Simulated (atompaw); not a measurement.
# How hard is this Al PAW (atompaw) potential?

Al, PAW, made with atompaw 4.2.0.5 (LDA (PW92), scalar-relativistic). Core [Ne], reference 3s2 3p1. Waves: 3s (bound): rc 2.60 bohr; 3s channel at 1.55 Ry: rc 2.60 bohr; 3p (bound): rc 2.60 bohr; 3p channel at 0.8 Ry: rc 2.60 bohr. Local part: bessel scheme, radius 2.10 bohr. Core correction: smooth core density matched at 1.65 bohr. Augmentation charge: sinc compensation charge, radius 2.20 bohr; PAW radius 2.60 bohr; waves and projectors: custom rrkj vanderbiltortho.

The pseudo-atom Hamiltonian at the reference potential is diagonalised in spherical Bessel functions j_l(qr) that vanish at 20 bohr, with q² up to the cutoff. All-electron valence levels (Ry): 3s -0.5755, 3p -0.2046.

**Question.** How do the lowest levels (Ry) of each channel move with the cutoff, and are there ghosts?

**Answer.**

| cutoff (Ry) | s #1 | s #2 | p #1 | p #2 | d #1 | d #2 | f #1 | Σ f·Δε (mRy) |
| --- | --- | --- | --- | --- | --- | --- | --- | --- |
| 8 | -0.5755 | -0.0224 | -0.2042 | 0.0267 | 0.0475 | 0.1263 | 0.1040 | 0.5 |
| 10 | -0.5755 | -0.0224 | -0.2045 | 0.0267 | 0.0475 | 0.1263 | 0.1040 | 0.1 |
| 12 | -0.5755 | -0.0224 | -0.2046 | 0.0266 | 0.0475 | 0.1263 | 0.1040 | 0.1 |
| 400 | -0.5755 | -0.0224 | -0.2046 | 0.0266 | 0.0475 | 0.1263 | 0.1040 | 0.0 |

Result: no extra level below or beside the all-electron valence levels (s, p, d, f tested); 10 mRy is reached at 6 Ry and 1 mRy at 8 Ry.
